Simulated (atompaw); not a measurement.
**chlorine: one change to a PAW (atompaw) potential, before and after**

* Element: chlorine (Cl)
* Generator: atompaw 4.2.0.5
* Type: PAW
* Functional: PBE
* Relativity: scalar-relativistic
* Frozen core: [Ne]
* Valence charge: 7
* Reference configuration: 3s2 3p3 (charge +2)
* Partial waves: 3s (bound): rc 1.45 bohr; 3s channel at -2.65 Ry: rc 1.45 bohr; 3p (bound): rc 1.20 bohr; 3p channel at -1.7 Ry: rc 1.20 bohr
* Local potential: bessel scheme, radius 1.15 bohr
* Core correction: smooth core density matched at 0.95 bohr
* Augmentation charge: sinc compensation charge, radius 1.05 bohr; PAW radius 1.45 bohr; waves and projectors: custom rrkj vanderbiltortho

All-electron outer shells of the reference configuration (PBE, scalar-relativistic, ld1.x):

```json
{"shell": "3s", "level (eV)": "-44.92", "outermost node (bohr)": "0.55", "outermost maximum (bohr)": "1.24"}
{"shell": "3p", "level (eV)": "-31.68", "outermost node (bohr)": "0.53", "outermost maximum (bohr)": "1.36"}
```

Change: reference 3s2 3p5.

Cutoffs: the cutoffs (Ry, on a coarse ladder) from which the occupation-weighted sum of valence levels, in a spherical-Bessel basis at the reference potential, stays within 10 and 1 mRy of its value at 400 Ry; they do not see the model core or the augmentation charge, which bear on the density cutoff.

**Question.** What does the change do?

**Answer.** The potential gets harder (15 Ry and 40 Ry → 15 Ry and 55 Ry); neither file shows a bound ghost.

| quantity | base | changed |
| --- | --- | --- |
| cutoff, loose | 15 Ry | 15 Ry |
| cutoff, tight | 40 Ry | 55 Ry |
| loose cutoff by channel (10 mRy a level) | s 8 Ry, p 15 Ry | s 6 Ry, p 12 Ry |
| bound ghosts | none | none |
| s: phases at 1.45 bohr within 0.05 rad from the reference energy up to (Ry; the scan ends near 5) | to the end of the scan | to the end of the scan |
| p: phases at 1.45 bohr within 0.05 rad from the reference energy up to (Ry; the scan ends near 5) | to the end of the scan | to the end of the scan |
| lowest overlap eigenvalue by channel | s 0.44, p 0.75 | s 0.44, p 0.76 |

 The cutoffs see the waves, projectors and local potential, not the compensation charge or the core.
